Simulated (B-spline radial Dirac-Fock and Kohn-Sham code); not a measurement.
How the levels of lead move as electrons are removed

Model: ΔSCF Dirac-Fock with Breit, self-energy and vacuum polarisation, finite nucleus, configuration average. Program: a B-spline atomic structure program. Each ion is free and in its tabulated ground configuration. Correlation and solid-state effects are left out.

Reference: Pb⁴⁴⁺, [Kr] 4d2, with L1 18030.6 eV, L2 17364.9 eV, M4 4682.3 eV, M5 4576.4 eV, N1 2714.9 eV. Shifts from it, in eV (a dash: the subshell is empty, belongs to an open shell averaged over j, or its hole state is left out as unreliable):

```
  ion      configuration      L1      L2      M4      M5      N1
Pb⁴⁵⁺           [Kr] 4d1   +89.2   +89.9   +81.2   +80.8   +63.7
Pb⁴⁶⁺  [Ar] 3d10 4s2 4p6  +179.5  +180.9  +163.2  +162.4  +127.9
Pb⁴⁷⁺  [Ar] 3d10 4s2 4p5       ?       ?       ?       ?       ?
Pb⁴⁸⁺  [Ar] 3d10 4s2 4p4  +361.9  +365.7  +328.0  +326.6  +248.8
Pb⁴⁹⁺  [Ar] 3d10 4s2 4p3  +454.4       –  +411.5  +409.6  +309.9
Pb⁵⁰⁺  [Ar] 3d10 4s2 4p2  +547.9  +554.1  +495.7  +493.4  +371.4
Pb⁵¹⁺  [Ar] 3d10 4s2 4p1  +642.2  +649.8  +580.5  +577.9  +433.4
Pb⁵²⁺      [Ar] 3d10 4s2  +737.4  +746.4  +666.1  +663.1  +495.7
Pb⁵³⁺      [Ar] 3d10 4s1  +831.0  +844.4  +753.6  +750.2  +567.3
```

Q: Give the missing shifts for Pb⁴⁷⁺.

A: L1 +270.2, L2 +272.9, M4 +245.3, M5 +244.2, N1 +188.1 (eV).

Values without a named source are computed, but for edge energies of neutral atoms, which are taken from tables.
